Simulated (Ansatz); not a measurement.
Stepwise reaction of `CO[SiH](F)OC` with hydrogen, as a gas-phase model of exchange steps in deposition or etching. ΔE in kJ/mol.

Calculated with Ansatz (gas phase, PBE0-D4/def2-TZVP geometries, no zero-point term in ΔE). CBS: MP2 limit from def2 TZ/QZ plus the TZ coupled-cluster correction, frozen cores. This one scheme is used for every species. Functionals use def2-TZVPP. B3LYP here is the variant with VWN-RPA as its local correlation; programs differ in this. Each species was taken in one conformer, which may not be the lowest.

```
step                                   reaction  PBE-D4  B3LYP-D4  ωB97M-V  CCSD(T)/CBS
   1  `CO[SiH](F)OC` + H₂ → `CO[SiH2]F` + CH₃OH    95.4     104.4    103.8        103.2
   2       `CO[SiH2]F` + H₂ → `F[SiH3]` + CH₃OH    89.9      96.9     96.6         96.5
```

By hand: ΔE of the 2 steps together at CCSD(T)/CBS.

(103.2) + (96.5) = 199.7 kJ/mol, or 99.8 kJ/mol a step.

In ΔE each step is lower than the one before. All are uphill at CCSD(T)/CBS. PBE-D4 differs from CCSD(T)/CBS by -7.8 to -6.6 kJ/mol a step. Isolated molecules leave out the surface, adducts and barriers. Largest T1 diagnostic: 0.011.
